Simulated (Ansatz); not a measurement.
A run for Ansatz (a quantum-chemistry and plane-wave program): R-B97M-V/def2-TZVPP on AsP, 2S+1 = 1, a spin state set in the input, which need not be the lowest, a point of a bond scan (R = 1.996 Å).

Ansatz 0.2 input:
```yaml
crystal:
  periodic: [false, false, false]
  atoms:
    - {symbol: P, position_ang: [0.00000000, 0.00000000, 0.00000000]}
    - {symbol: As, position_ang: [0.00000000, 0.00000000, 1.99563700]}
basis:
  gaussian:
    orbitals: def2-TZVPP
    pivot_positions_ang: [[0.00000000, 0.00000000, 0.00000000], [0.00000000, 0.00000000, 1.99563700]]
hamiltonian:
  xc: {name: B97M-V}
output: {forces: true, orbitals: {seedname: ./end}}
```

It printed:

```
WARN ansatz: RAYON_NUM_THREADS=1 ignored (pool sized by the plan → 1); use --threads N
Functional definition: B97M-V
integrals: 0.03 GiB planned
660 factors; their error is unknown
mean field: 0.24 GiB planned
mean field evaluation 1: about -70114.9655 eV, gradient 2.2e1 eV
mean field evaluation 2: about -70105.0971 eV, gradient 5.4e1 eV
mean field evaluation 4: about -70116.3607 eV, gradient 2.1e0 eV
mean field evaluation 8: about -70116.3623 eV, gradient 9.7e-2 eV
mean field -70116.36226779 eV, -2576.7287867641 hartree, gradient 2.8e-5 eV, S^2 0.000000; 0 other end points of the search recorded, 0 dependent functions left out
the calculation of the forces begins
reference -70116.36230252 eV, -2576.7287880404 hartree; 24, 24 occupied and 66, 66 virtual orbitals, 660 factors
Total energy: -70116.36230252 eV, -2576.7287880404 hartree
Atom 0 at     0.000000     0.000000     0.000000 Å, force     0.000000     0.000000     0.211524 eV/Å
Atom 1 at     0.000000     0.000000     1.995637 Å, force     0.000000     0.000000    -0.211524 eV/Å
Dipole moment:     0.000000    -0.000000     0.122865 e Å
```

The calculation finished and met its thresholds.

Cost: very roughly 3 core-seconds.
